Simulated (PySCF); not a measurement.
H6AlN, singlet, B3LYP/def2-SVP optimised geometry.

```
8

Al    -1.10    -0.32     0.00
H     -1.36    -1.11    -1.37
H     -1.36    -1.11     1.37
H     -1.36     1.27     0.00
N      0.98    -0.32     0.00
H      1.36     0.16     0.82
H      1.36     0.16    -0.82
H      1.36    -1.27     0.00
```

Density from B3LYP/def2-TZVP in PySCF at that geometry.

Minimum of the electron density along straight lines between bonded atoms, close to the bond critical point (lines longer than 1.1 times the sum of covalent radii, or with two minima, are not listed):

```csv
bond,length / Å,ρ at the minimum / e bohr⁻³,∇²ρ there / e bohr⁻⁵,position (fraction from the first atom)
Al1–H2,1.602,0.078,0.20,0.50
Al1–H3,1.602,0.078,0.20,0.50
Al1–H4,1.602,0.078,0.20,0.50
Al1–N5,2.089,0.048,0.21,0.40
N5–H6,1.023,0.330,-1.61,0.74
N5–H7,1.023,0.330,-1.61,0.74
N5–H8,1.023,0.330,-1.61,0.74
```
